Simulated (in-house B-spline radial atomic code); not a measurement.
**Ionising the gadolinium ion Gd²⁺ with different functionals**

Computed with a radial B-spline atomic code at the basis-set limit: four-component Dirac-Coulomb Hamiltonian, Fermi nucleus of rms radius 5.1569 fm, spin-restricted, spherical fractional occupations for the functionals, and exact exchange of hybrids averaged over the configuration. The ionisation energy is the difference of two self-consistent energies, [Xe] 4f7 5d1 → [Xe] 4f7, without Breit or QED terms; ε is the level of the shell that loses the electron (mean over j). The electron is taken from both j subshells in proportion to 2j + 1, so the result is a j average, not the step between ground levels.

```json
{"method": "BHandHLYP", "rung": "global hybrid", "ΔSCF (eV)": "19.83", "-ε(5d) (eV)": "17.60"}
{"method": "PBE0", "rung": "global hybrid", "ΔSCF (eV)": "19.80", "-ε(5d) (eV)": "16.38"}
{"method": "B97-1", "rung": "global hybrid", "ΔSCF (eV)": "?", "-ε(5d) (eV)": "?"}
{"method": "B3LYP", "rung": "global hybrid", "ΔSCF (eV)": "?", "-ε(5d) (eV)": "?"}
```

Question: What does B3LYP give?

Answer: ΔSCF 19.96 eV, and -ε(5d) = 16.28 eV.

Question: What does B97-1 give?

Answer: ΔSCF 19.74 eV, and -ε(5d) = 16.13 eV.

Question: Among the functionals, which spreads more, the ΔSCF values or the orbital energies?

Answer: The orbital energies: ΔSCF values span about 0.22 eV and the orbital energies 1.47 eV; here energy differences depend much less on the functional than eigenvalues do.

Question: How do they compare with the NIST value?

Answer: NIST lists 20.54 eV ± 0.03 (semi-empirical, ground level to ground level). Errors run from -0.80 to -0.58 eV. The correlated functionals all miss on the same side by more than they spread, so the cause is common to them (Breit-QED terms, spin polarisation, the choice among j levels, multiplet and fine-structure energies, or a listed next ion that isn't the cheapest removal here) and closeness doesn't rank the functionals.
